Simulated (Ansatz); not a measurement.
## An input for GeICl2 (SMILES [Cl][Ge]([Cl])[I])

GeICl2 has 4 atoms, charge 0, and is taken as a doublet. SMILES: `[Cl][Ge]([Cl])[I]`. Geometry: relaxed at PBE0-D4/def2-TZVP.

| atom | x (Å) | y (Å) | z (Å) |
| --- | --- | --- | --- |
| Cl | 0.4538 | 0.4535 | 1.9593 |
| Ge | -0.3836 | -0.4073 | 0.1706 |
| Cl | 1.1934 | -1.5239 | -0.7824 |
| I | -1.2081 | 1.4174 | -1.3678 |

Settings wanted:

```yaml
basis_set: def2-SVP
core_potential: def2-SVP
task: gradient
method: DFT
functional: PBE
dispersion: none
reference: UKS
relativity: none
accuracy: high
```

Question: Give an Ansatz 0.2.0 job that does this.

Answer: This one ran through:

run.yaml:
```yaml
basis:
  gaussian:
    orbitals: def2-SVP
crystal:
  periodic: [false, false, false]
  atoms:
    - {symbol: Cl, position_ang: [0.453800, 0.453500, 1.959300]}
    - {symbol: Ge, position_ang: [-0.383600, -0.407300, 0.170600]}
    - {symbol: Cl, position_ang: [1.193400, -1.523900, -0.782400]}
    - {symbol: I, position_ang: [-1.208100, 1.417400, -1.367800]}
magnetization:
  spin_polarized: true
  initial_magnetization: 1
hamiltonian:
  xc: {name: PBE}
accuracy: high
output:
  forces: true
  orbitals: {seedname: orbitals}
```

```bash
$ ansatz run run.yaml --threads 1 --pin off --max-ram 2610MiB --events-out events.jsonl --progress --plain --runs-dir runs
```

Calculated total energy: -3293.95330 Eh, largest force 0.644 eV/Å.
